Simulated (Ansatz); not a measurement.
Start from `BCBCl` and change one atom or group to get `BCBO`.

Ansatz, PBE0-D4/def2-TZVP geometries, multiplicity 1. Each molecule was computed in one conformer, which needn't be the lowest.

| property | `BCBCl` |
| --- | --- |
| HOMO–LUMO gap (PBE0/def2-TZVPP) / eV | 6.56 |
| size of the dipole moment (PBE/def2-TZVPP) / D | 1.15 |
| LUMO energy (B3LYP/def2-TZVPP) / eV | -2.16 |
| HOMO–LUMO gap (B3LYP/def2-TZVPP) / eV | 6.12 |
| ideal-gas entropy at 298 K and 1 bar (rigid rotor, harmonic PBE0-D4/def2-TZVP) / J/(mol·K) | 316 |
| HOMO energy (B3LYP/def2-TZVPP) / eV | -8.28 |

(1) What does the change do to each property? (Best estimate.)

Results:

(1) The calculation gave: 
```json
{"property": "HOMO–LUMO gap (PBE0/def2-TZVPP) / eV", "`BCBO`": "7.17", "shift": "0.61"}
{"property": "size of the dipole moment (PBE/def2-TZVPP) / D", "`BCBO`": "1.80", "shift": "0.65"}
{"property": "LUMO energy (B3LYP/def2-TZVPP) / eV", "`BCBO`": "-1.76", "shift": "0.40"}
{"property": "HOMO–LUMO gap (B3LYP/def2-TZVPP) / eV", "`BCBO`": "6.74", "shift": "0.62"}
{"property": "ideal-gas entropy at 298 K and 1 bar (rigid rotor, harmonic PBE0-D4/def2-TZVP) / J/(mol·K)", "`BCBO`": "307", "shift": "-9"}
{"property": "HOMO energy (B3LYP/def2-TZVPP) / eV", "`BCBO`": "-8.49", "shift": "-0.21"}
```

With PBE0 the HOMO falls by 0.18 eV and the LUMO rises by 0.42 eV, so the gap widens by about 0.60 eV. PBE moves the HOMO by -0.15 eV and ωB97M-V by -0.22 eV. The zero-point energy changes by 37.5 kJ/mol with +3 modes. Dipoles are sizes alone; their direction can turn.

B3LYP here is the variant with VWN-RPA as its local correlation; programs differ in this.
